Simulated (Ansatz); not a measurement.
Si2W2⁻. The state is a doublet with charge -1. Geometry PBE0-D4/def2-SVPD; atoms count from 1.

```xyz
4

W     0.732    1.032    0.037
W    -1.396    1.247    0.694
Si    1.401   -1.278   -0.699
Si   -0.736   -1.001   -0.033
```

In the def2 sets W takes a core potential; there is no spin–orbit coupling. The charge -1 doublet is spin-contaminated (final ⟨S²⟩ up to 2.54, 0.75 for a pure state). No other spin state of charge -1 was run. The geometry of the doublet was relaxed on an unsound state (⟨S²⟩ 2.53, where a pure state has 0.75). Another isomer (quartet) lies 0.63 eV lower at PBE0-D4/def2-TZVPD; other spin states weren't run for this one.

**Question.** Estimate the Mulliken populations from the PBE0/def2-TZVPD orbitals of Ansatz.

**Answer.** 
```tsv
atom	charge (e)	spin (α − β)	d electrons
W1	-0.10	2.84	4.61
W2	-0.22	-2.15	4.61
Si3	-0.43	0.09	–
Si4	-0.25	0.22	–
```
Mulliken values and Mayer orders depend strongly on the basis. With diffuse functions, as here, like atoms can get unlike values, and bond orders can come out too low or too high.

**Question.** Where does the spin sit?

**Answer.** Summed by element: W 0.69, Si 0.31, of 1 unpaired in all. Largest on single atoms: W1 2.84, W2 -2.15, Si4 0.22.

**Question.** And the Mayer bond orders between bonded heavy atoms (over 0.3)?

**Answer.** W1–W2 3.00 (2.24 Å); W1–Si3 1.04 (2.51 Å); W1–Si4 0.80 (2.51 Å); W2–Si4 1.23 (2.45 Å); Si3–Si4 1.27 (2.26 Å). Values over 0.3 also appear between atoms too far apart for a bond (W2–Si3 0.34 at 4.02 Å); they arise where an orbital or an unpaired electron spreads over both atoms.
